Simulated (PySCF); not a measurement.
C₃H₇NSi. Atoms are numbered in the order given.

```xyz
12

N     -2.7453     0.9749     0.2263
C     -2.1168    -0.3084    -0.0232
C     -0.6504    -0.3041    -0.0460
C      0.5685    -0.2466    -0.0548
Si     2.3939    -0.1757    -0.0716
H     -2.4504     1.6464    -0.4804
H     -2.4246     1.3483     1.1179
H     -2.4564    -1.0296     0.7399
H     -2.4841    -0.7080    -0.9840
H      2.9101     0.0610     1.3091
H      2.9473    -1.4641    -0.5834
H      2.8528     0.9361    -0.9563
```
Charge 0, spin multiplicity 1.

Geometry optimised at PBE0-D3(BJ)/def2-SVP. Other conformers were not sampled.

The numbers are results of PySCF with PBE0-D3(BJ)/def2-SVP, not measurements.

Frequencies are harmonic and unscaled.

A small imaginary wavenumber (i) marks a very flat motion, where grid noise or a shallow saddle decides the sign.

| mode | ν (cm⁻¹) | IR (km/mol) | moving atoms (share of kinetic energy) |
|---|---|---|---|
| 1 | 18i | 0.1 | H 87 % |
| 2 | 101 | 0.2 | C 41 %, N 27 %, H 18 %, Si 13 % |
| 3 | 133 | 0.0 | C 59 %, H 32 % |
| 4 | 259 | 4.9 | C 56 %, N 20 %, H 19 % |
| 5 | 291 | 41.7 | H 67 %, C 28 % |
| 6 | 409 | 21.5 | C 53 %, H 46 % |
| 7 | 483 | 11.3 | C 46 %, Si 33 %, H 12 %, N 9 % |
| 8 | 617 | 58.9 | C 62 %, H 23 %, Si 13 % |
| 9 | 683 | 52.5 | H 76 %, C 14 %, Si 10 % |
| 10 | 686 | 41.0 | H 71 %, C 20 %, Si 10 % |
| 11 | 886 | 0.1 | H 70 %, C 30 % |
| 12 | 889 | 287.2 | H 59 %, N 32 %, C 8 % |
| 13 | 934 | 238.9 | H 88 %, Si 9 % |
| 14 | 941 | 47.2 | H 97 % |
| 15 | 943 | 47.8 | H 97 % |
| 16 | 1040 | 101.8 | C 80 %, H 14 % |
| 17 | 1141 | 10.1 | C 44 %, N 30 %, H 26 % |
| 18 | 1170 | 0.4 | H 85 %, C 13 % |
| 19 | 1350 | 42.4 | H 71 %, C 28 % |
| 20 | 1374 | 0.1 | H 84 %, N 10 % |
| 21 | 1434 | 6.4 | H 93 % |
| 22 | 1648 | 19.0 | H 92 % |
| 23 | 2238 | 104.4 | H 97 % |
| 24 | 2239 | 104.9 | H 96 % |
| 25 | 2241 | 103.3 | H 96 % |
| 26 | 2297 | 57.0 | C 99 % |
| 27 | 3057 | 16.9 | H 94 % |
| 28 | 3106 | 5.0 | H 90 %, C 10 % |
| 29 | 3542 | 1.7 | H 96 % |
| 30 | 3624 | 6.1 | H 92 %, N 8 % |
